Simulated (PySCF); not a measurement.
Br2Mg, SMILES [Br][Mg-][Br], charge -1, multiplicity 2.

Geometry: B3LYP-D3(BJ)/def2-SVPD.

Calculation: B3LYP-D3(BJ)/def2-SVPD run with PySCF.

Frequencies are harmonic and unscaled.

Computed vibrational spectrum:
| mode | ν (cm⁻¹) | IR (km/mol) | moving atoms (share of kinetic energy) |
|---|---|---|---|
| 1 | 63 | 0.1 | Br 83 %, Mg 17 % |
| 2 | 228 | 29.3 | Mg 70 %, Br 30 % |
| 3 | 305 | 86.1 | Mg 83 %, Br 17 % |
